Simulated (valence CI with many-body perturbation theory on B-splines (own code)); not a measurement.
## Level structure of Nd IV

Calculated by configuration interaction combined with many-body perturbation theory (CI+MBPT): three valence electrons over a frozen Dirac-Fock core [Xe], a basis of 8 s, 8 p, 9 d, 9 f, 6 g, 3 h, 2 i functions for each j, with the one-electron correlation potential Σ1 (screened to all orders), the two-electron term Σ2, the three-electron term Σ3, Breit, model QED; the open f shell's mean field enters the energy denominators; selected single and double excitations, second order for the rest, scaled by the run's own slope (own B-spline code, finite nucleus).

Set against measurement, 32 paired levels are off by 185 cm⁻¹ on average, the worst by 445. These come from a selection out of Arab et al., J. Quant. Spectrosc. Radiat. Transfer 229, 145 (2019) and Gaigalas et al. (2019), from Wyart et al. (2007). Levels without a partner in it may be off by more, other configurations by several thousand cm⁻¹.

Levels 1 to 45 of 77, with energies above the lowest level, 4f3 4I°_9/2. "Leading %" is the weight of the configuration and term that name the level; weights of strongly mixed levels are sums over their largest components and can fall short. Lifetimes count E1, E2, E3, M1 and M2 decay at the calculated energies, and are blank where another channel may lead or the interval is too uncertain; long ones can be off by a factor of two.

```tsv
No.	Configuration	Term	J	E (eV)	Leading %	g	Lifetime	Second component
1	4f3	4I°	9/2	0.0000	96	0.732		
2	4f3	4I°	11/2	0.2406	98	0.966	3.25 s	
3	4f3	4I°	13/2	0.4950	99	1.106	2.39 s	
4	4f3	4I°	15/2	0.7577	98	1.198	3.26 s	
5	4f3	4F°	3/2	1.460	93	0.426		5 % 4f3 2D°
6	4f3	2H°	9/2	1.581	65	0.996	458 ms	19 % 4f3 2G°
7	4f3	4F°	5/2	1.593	97	1.031	19.4 s	
8	4f3	4F°	7/2	1.715	92	1.212	20.2 s	7 % 4f3 2G°
9	4f3	4S°	3/2	1.740	94	1.958		5 % 4f3 2P°
10	4f3	4F°	9/2	1.873	76	1.239	1.27 s	20 % 4f3 2H°
11	4f3	2H°	11/2	2.005	93	1.097	517 ms	5 % 4f3 4G°
12	4f3	2G°	7/2	2.197	65	0.937	1.22 s	28 % 4f3 4G°
13	4f3	4G°	5/2	2.225	98	0.574	20.0 s	
14	4f3	4G°	7/2	2.446	71	0.962	1.97 s	27 % 4f3 2G°
15	4f3	2K°	13/2	2.458	98	0.935	544 ms	
16	4f3	4G°	9/2	2.502	63	1.142		23 % 4f3 2G°
17	4f3	2G°	9/2	2.682	54	1.138		34 % 4f3 4G°
18	4f3	2D°	3/2	2.710	51	1.041	338 ms	39 % 4f3 2P°
19	4f3	2K°	15/2	2.714	94	1.062	355 ms	4 % 4f3 2L°
20	4f3	4G°	11/2	2.771	93	1.260	1.46 s	7 % 4f3 2H°
21	4f3	2P°	1/2	2.980	93	0.624	900 ms	6 % 4f3 4D°
22	4f3	2D°	5/2	3.040	97	1.196	518 ms	
23	4f3	2P°	3/2	3.349	53	1.103	286 ms	42 % 4f3 2D°
24	4f3	4D°	3/2	3.644	81	1.135	3.30 s	16 % 4f3 2D°
25	4f3	4D°	5/2	3.664	78	1.326	1.48 s	19 % 4f3 2D°
26	4f3	4D°	1/2	3.714	93	0.038	3.13 s	6 % 4f3 2P°
27	4f3	2I°	11/2	3.727	82	0.952	1.02 s	16 % 4f3 2H°
28	4f3	2L°	15/2	3.812	95	0.946	611 ms	4 % 4f3 2K°
29	4f3	2I°	13/2	3.907	98	1.075	877 ms	
30	4f3	4D°	7/2	3.943	98	1.425	3.18 s	
31	4f3	2L°	17/2	4.003	100	1.058	1.41 s	
32	4f3	2H°	9/2	4.169	98	0.911	596 ms	
33	4f3	2D°	3/2	4.294	83	0.867		16 % 4f3 4D°
34	4f3	2H°	11/2	4.350	81	1.064	378 ms	17 % 4f3 2I°
35	4f3	2D°	5/2	4.408	61	1.175		21 % 4f3 4D°
36	4f3	2F°	5/2	4.952	78	0.922		19 % 4f3 2D°
37	4f3	2F°	7/2	5.129	97	1.144		
38	4f3	2G°	9/2	6.116	99	1.109		
39	4f3	2G°	7/2	6.240	98	0.891		
40	4f3	2F°	7/2	8.616	98	1.141	77.7 ms	
41	4f3	2F°	5/2	8.755	99	0.856	92.4 ms	
42	4f2 5d	2H	9/2	8.857	58	0.845	16.7 ns	37 % 4f2 5d 4I
43	4f2 5d	4K	11/2	8.965	71	0.827	120 ns	19 % 4f2 5d 2I
44	4f2 5d	4I	9/2	9.178	57	0.812	16.6 ns	37 % 4f2 5d 2H
45	4f2 5d	4G	5/2	9.191	67	0.669	32.0 ns	23 % 4f2 5d 2F
```

Names give the largest LS component (configuration and term), which can be under half, so a name can repeat, a term be missing and a line seem to break the LS rules; names also repeat where a configuration has a term twice.

The ionisation energy to 4f2 3H_4 of the next ion comes out as 40.723 eV (NIST: 40.6 ± 0.04 eV (semi-empirical), further off than twice its uncertainty). All 77 levels together are meant to be complete up to 10.315 eV.
